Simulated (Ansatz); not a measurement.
Steps of a relaxation of `B[SiH2][CH2][AlH][CH3]` with RKS PBE0-D4/def2-TZVP.

```sh
$ ansatz run in.yaml --threads 4 --pin off --events-out ev --progress --plain --max-ram 10444MiB
```

```yaml
crystal:
  periodic: [false, false, false]
  atoms:
    - {symbol: B, position_ang: [-0.035798, 1.749806, 0.391577]}
    - {symbol: Si, position_ang: [-1.255705, 0.289050, 1.074668]}
    - {symbol: C, position_ang: [-0.283761, -1.347074, 1.115973]}
    - {symbol: Al, position_ang: [0.450302, -1.527060, -0.691552]}
    - {symbol: C, position_ang: [1.016303, 0.160189, -1.558640]}
    - {symbol: H, position_ang: [1.029575, 1.924134, 0.961905]}
    - {symbol: H, position_ang: [-0.393366, 2.604185, -0.398195]}
    - {symbol: H, position_ang: [-2.478790, 0.091263, 0.204472]}
    - {symbol: H, position_ang: [-1.768533, 0.699321, 2.440302]}
    - {symbol: H, position_ang: [-0.883191, -2.210141, 1.471173]}
    - {symbol: H, position_ang: [0.562384, -1.201109, 1.827060]}
    - {symbol: H, position_ang: [0.557834, -2.891863, -1.524372]}
    - {symbol: H, position_ang: [1.023781, 1.092422, -0.917611]}
    - {symbol: H, position_ang: [2.061809, 0.111838, -1.934709]}
    - {symbol: H, position_ang: [0.375257, 0.404339, -2.432652]}
basis:
  gaussian: {orbitals: def2-TZVP}
hamiltonian: {xc: pbe0, dispersion: d4}
relax: {f_tol: 0.005, max_steps: 150}
```

Positions (Å) and forces (eV/Å) along the path, 9 of 18 steps:

```xyz
15
step=1 energy=-17378.3760 eV
B    -0.036    1.750    0.392    0.104    0.313    0.026
Si   -1.256    0.289    1.075   -0.064   -0.283    0.098
C    -0.284   -1.347    1.116   -0.034    0.001    0.245
Al    0.450   -1.527   -0.692   -0.010    0.093    0.043
C     1.016    0.160   -1.559    0.100    0.368   -0.179
H     1.030    1.924    0.962   -0.388   -0.054   -0.229
H    -0.393    2.604   -0.398    0.160   -0.326    0.306
H    -2.479    0.091    0.204    0.259    0.046    0.161
H    -1.769    0.699    2.440    0.111   -0.072   -0.289
H    -0.883   -2.210    1.471    0.290    0.441   -0.185
H     0.562   -1.201    1.827   -0.379   -0.071   -0.328
H     0.558   -2.892   -1.524   -0.010    0.154    0.104
H     1.024    1.092   -0.918    0.037   -0.487   -0.348
H     2.062    0.112   -1.935   -0.475    0.003    0.166
H     0.375    0.404   -2.433    0.299   -0.125    0.408
15
step=4 energy=-17378.4388 eV
B    -0.069    1.777    0.456    0.006   -0.044   -0.039
Si   -1.259    0.281    1.084   -0.002    0.017    0.012
C    -0.283   -1.319    1.101   -0.008    0.051   -0.013
Al    0.455   -1.500   -0.687    0.026    0.008   -0.053
C     1.029    0.145   -1.584    0.046    0.055    0.065
H     0.993    1.932    0.991    0.015    0.018    0.033
H    -0.399    2.604   -0.341   -0.024    0.036    0.014
H    -2.453    0.095    0.206   -0.023    0.005   -0.022
H    -1.781    0.673    2.429   -0.025   -0.005    0.042
H    -0.869   -2.175    1.437   -0.034   -0.047    0.015
H     0.550   -1.184    1.802    0.047    0.002    0.034
H     0.566   -2.871   -1.481   -0.005   -0.026    0.008
H     1.077    1.062   -0.968   -0.013   -0.024   -0.001
H     2.043    0.049   -1.987    0.030   -0.043   -0.042
H     0.377    0.380   -2.429   -0.037   -0.003   -0.054
15
step=6 energy=-17378.4444 eV
B    -0.110    1.820    0.529   -0.023    0.086   -0.092
Si   -1.282    0.288    1.105    0.004    0.032    0.000
C    -0.278   -1.292    1.088    0.004    0.004   -0.015
Al    0.468   -1.492   -0.700    0.002   -0.021   -0.009
C     1.072    0.119   -1.635    0.060   -0.021   -0.022
H     0.957    1.968    1.058   -0.016    0.001   -0.005
H    -0.440    2.656   -0.269    0.034   -0.089    0.099
H    -2.466    0.114    0.210   -0.011   -0.001   -0.009
H    -1.824    0.631    2.458   -0.001    0.000    0.007
H    -0.854   -2.159    1.417   -0.016   -0.029    0.009
H     0.558   -1.159    1.787    0.020    0.011    0.022
H     0.560   -2.895   -1.444   -0.002    0.004    0.000
H     1.169    1.031   -1.028   -0.006    0.012    0.026
H     2.059   -0.039   -2.087   -0.035    0.006    0.007
H     0.391    0.358   -2.458   -0.013    0.006   -0.018
15
step=9 energy=-17378.4451 eV
B    -0.109    1.820    0.531   -0.002    0.037   -0.007
Si   -1.283    0.290    1.100   -0.017   -0.043    0.007
C    -0.276   -1.290    1.088   -0.002    0.004    0.002
Al    0.469   -1.495   -0.702    0.015   -0.011    0.001
C     1.073    0.115   -1.639   -0.009    0.004   -0.003
H     0.956    1.968    1.062    0.003   -0.005   -0.003
H    -0.441    2.656   -0.257    0.007    0.005   -0.002
H    -2.466    0.116    0.202    0.009    0.003    0.004
H    -1.828    0.634    2.453    0.001    0.000   -0.002
H    -0.848   -2.161    1.419   -0.003    0.010    0.001
H     0.558   -1.150    1.790    0.000   -0.002   -0.010
H     0.559   -2.900   -1.442   -0.005   -0.001   -0.001
H     1.169    1.022   -1.022    0.002    0.004    0.005
H     2.057   -0.036   -2.096    0.002   -0.004    0.001
H     0.387    0.361   -2.458   -0.001   -0.001    0.006
15
step=10 energy=-17378.4453 eV
B    -0.117    1.831    0.540    0.006   -0.012   -0.011
Si   -1.284    0.290    1.100   -0.015   -0.008    0.004
C    -0.274   -1.288    1.085    0.004    0.002    0.000
Al    0.472   -1.498   -0.704    0.003   -0.004    0.000
C     1.078    0.110   -1.642    0.004   -0.003   -0.014
H     0.949    1.975    1.068    0.009    0.003    0.009
H    -0.447    2.668   -0.247   -0.007    0.014   -0.004
H    -2.465    0.118    0.200    0.007   -0.002    0.005
H    -1.832    0.629    2.453    0.001   -0.004   -0.005
H    -0.846   -2.158    1.418    0.000    0.012    0.002
H     0.561   -1.147    1.786   -0.004   -0.002   -0.007
H     0.556   -2.905   -1.440   -0.002    0.004    0.002
H     1.184    1.014   -1.024    0.003   -0.004    0.002
H     2.056   -0.048   -2.110   -0.014    0.006    0.007
H     0.385    0.361   -2.454    0.006   -0.001    0.010
15
step=13 energy=-17378.4456 eV
B    -0.116    1.831    0.531    0.005   -0.002   -0.003
Si   -1.281    0.287    1.088    0.001    0.007    0.000
C    -0.268   -1.288    1.086   -0.002    0.001    0.005
Al    0.474   -1.506   -0.703   -0.002    0.000   -0.005
C     1.075    0.109   -1.632   -0.002    0.009   -0.003
H     0.949    1.976    1.065   -0.003    0.004    0.002
H    -0.447    2.672   -0.252    0.001   -0.001    0.000
H    -2.455    0.108    0.179   -0.003   -0.001   -0.001
H    -1.839    0.629    2.435   -0.004   -0.001    0.003
H    -0.840   -2.154    1.428    0.001   -0.003    0.001
H     0.567   -1.139    1.784    0.001   -0.001    0.001
H     0.550   -2.912   -1.441    0.002   -0.004   -0.002
H     1.213    0.993   -0.990    0.002   -0.007   -0.008
H     2.035   -0.046   -2.136   -0.002    0.003    0.000
H     0.359    0.390   -2.412    0.005   -0.002    0.008
15
step=15 energy=-17378.4458 eV
B    -0.116    1.834    0.531    0.002    0.001    0.001
Si   -1.281    0.287    1.082    0.001    0.003    0.000
C    -0.265   -1.288    1.087    0.000    0.000    0.004
Al    0.477   -1.510   -0.702   -0.003    0.002   -0.005
C     1.075    0.108   -1.629    0.007    0.014   -0.008
H     0.946    1.982    1.070   -0.004    0.002    0.000
H    -0.445    2.673   -0.254    0.003   -0.005    0.001
H    -2.448    0.105    0.165   -0.001    0.000    0.000
H    -1.850    0.627    2.425    0.000    0.000    0.000
H    -0.836   -2.153    1.432    0.001   -0.001   -0.002
H     0.570   -1.134    1.785   -0.001    0.000    0.001
H     0.550   -2.917   -1.438    0.002   -0.001    0.000
H     1.242    0.979   -0.977   -0.002   -0.012   -0.012
H     2.019   -0.050   -2.164   -0.016    0.002    0.007
H     0.339    0.409   -2.384    0.011   -0.005    0.013
15
step=17 energy=-17378.4458 eV
B    -0.115    1.834    0.532    0.003   -0.009   -0.008
Si   -1.281    0.287    1.079   -0.007   -0.003    0.000
C    -0.265   -1.287    1.087    0.003    0.003   -0.001
Al    0.481   -1.511   -0.700   -0.005    0.003   -0.001
C     1.074    0.108   -1.628    0.005   -0.001   -0.004
H     0.943    1.986    1.077    0.003    0.002    0.005
H    -0.438    2.668   -0.261   -0.004    0.006    0.001
H    -2.445    0.104    0.159    0.002    0.001    0.002
H    -1.855    0.627    2.420    0.002   -0.002   -0.001
H    -0.836   -2.153    1.431   -0.001    0.002    0.000
H     0.568   -1.135    1.788    0.000   -0.001    0.000
H     0.558   -2.919   -1.434    0.002    0.001    0.002
H     1.260    0.973   -0.973   -0.001   -0.002    0.000
H     2.004   -0.052   -2.184   -0.004    0.001    0.002
H     0.324    0.421   -2.364    0.002   -0.001    0.003
15
step=18 energy=-17378.4458 eV
B    -0.114    1.833    0.531   -0.001    0.002    0.003
Si   -1.281    0.287    1.079   -0.002   -0.003   -0.001
C    -0.265   -1.288    1.087    0.001    0.001   -0.003
Al    0.481   -1.511   -0.700   -0.004    0.000    0.000
C     1.075    0.108   -1.628    0.002   -0.002   -0.002
H     0.943    1.986    1.077    0.002   -0.001   -0.001
H    -0.439    2.668   -0.261    0.000    0.001   -0.002
H    -2.446    0.105    0.159    0.001    0.000    0.002
H    -1.854    0.627    2.421    0.001    0.001   -0.001
H    -0.837   -2.153    1.430    0.000    0.000    0.000
H     0.567   -1.135    1.788    0.000    0.000    0.001
H     0.560   -2.920   -1.434    0.002    0.000    0.001
H     1.262    0.972   -0.972    0.000    0.001    0.001
H     2.003   -0.052   -2.185   -0.002    0.001    0.001
H     0.324    0.421   -2.362    0.000   -0.001    0.001
```

Hardware: 4 threads of an Arm Neoverse V1 on a shared host. Wall time 88 s, peak host memory 0.71 GiB.
